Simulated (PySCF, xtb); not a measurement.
TiCl4, SMILES [Cl][Ti]([Cl])([Cl])[Cl], multiplicity 1.

Harmonic wavenumbers (cm⁻¹) from GFN2-xTB in xtb 6.7.1 at its own minimum, in rising order: 109, 109, 112, 112, 112, 321, 445, 445, 445.

Task: What does PBE0-D3(BJ)/def2-SVP in PySCF 2.14.0 give at its own minimum? (The exact figures need the calculation; the answer reports its results.)

Result: 116, 116, 134, 134, 134, 391, 512, 512, 512. Paired by order, the mean absolute difference is 39 cm⁻¹ and the zero-point energies are 3.2 and 3.7 kcal/mol.
